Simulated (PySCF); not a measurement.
A calculated (MN15, PySCF 2.14, aug-cc-pVDZ, the non-relativistic Hamiltonian (point nucleus)) atom or ion has these occupied shells.

```tsv
shell	electrons	orbital energy (eV)	rms radius, mean of both spins (bohr)
1s	2	-111.30	0.490
2s	2	-6.713	2.91
```

(1) Name the element and its charge.

## Answers

(1) Be (beryllium, neutral), in [He] 2s2, closed-shell 1S.
